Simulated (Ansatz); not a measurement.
`[F][Au]` + HCl → `[Cl][Au]` + H–F at 600 K and 1 bar (ligand exchange at the Au–F bond).

Gas-phase electronic energies from Ansatz, PBE0-D4/def2-TZVP geometries. CCSD(T)/CBS adds triple-zeta CCSD(T) − MP2 to the extrapolated MP2 energy (def2 sets, frozen cores). This one scheme is used for every species. Elements past krypton have def2 core potentials. For Au outer-core shells are correlated without core-valence functions, which leaves a few kJ/mol of doubt a bond.

| species | CCSD(T)/CBS energy (Eh) | H − E (kJ/mol) | S (J/(mol·K)) |
| --- | --- | --- | --- |
| `[F][Au]` | -235.26934 | 23.1 | 266.8 |
| HCl | -460.38127 | 35.4 | 207.2 |
| `[Cl][Au]` | -595.30960 | 22.8 | 277.6 |
| H–F | -100.39570 | 42.3 | 194.0 |

H − E and S are ideal-gas, rigid-rotor, harmonic terms from PBE0-D4/def2-TZVP. 1 Eh = 2625.50 kJ/mol, R = 8.31446 J/(mol·K).

**Question.** By hand: ΔE, ΔH, ΔS and ΔG.

**Answer.** ΔE = (-595.30960) + (-100.39570) − (-235.26934) − (-460.38127) = -0.05469 Eh = -143.6 kJ/mol. Δ(H − E) = 22.8 + 42.3 − 23.1 − 35.4 = 6.6, so ΔH = -137.0 kJ/mol. ΔS = 277.6 + 194.0 − 266.8 − 207.2 = -2.4 J/(mol·K). ΔG = -137.0 − 600 × (-2.4)/1000 = -135.6 kJ/mol.

**Question.** By hand: the equilibrium constant, and the temperature at which ΔG would vanish if ΔH and ΔS stayed fixed.

**Answer.** log₁₀ K = −ΔG/(RT ln 10) = 11.8. ΔG = 0 at ΔH/ΔS = 57083 K, far beyond where these terms or the molecules hold.

The number of gas molecules stays the same, so ΔS is small and ΔH decides. A doubt of 5 kJ/mol in ΔE shifts log₁₀ K by 0.4 here. These are equilibria of isolated gas molecules and say nothing of rates. Largest T1 diagnostic: 0.030 (customary marks: 0.02 for closed shells, 0.045 for open ones).
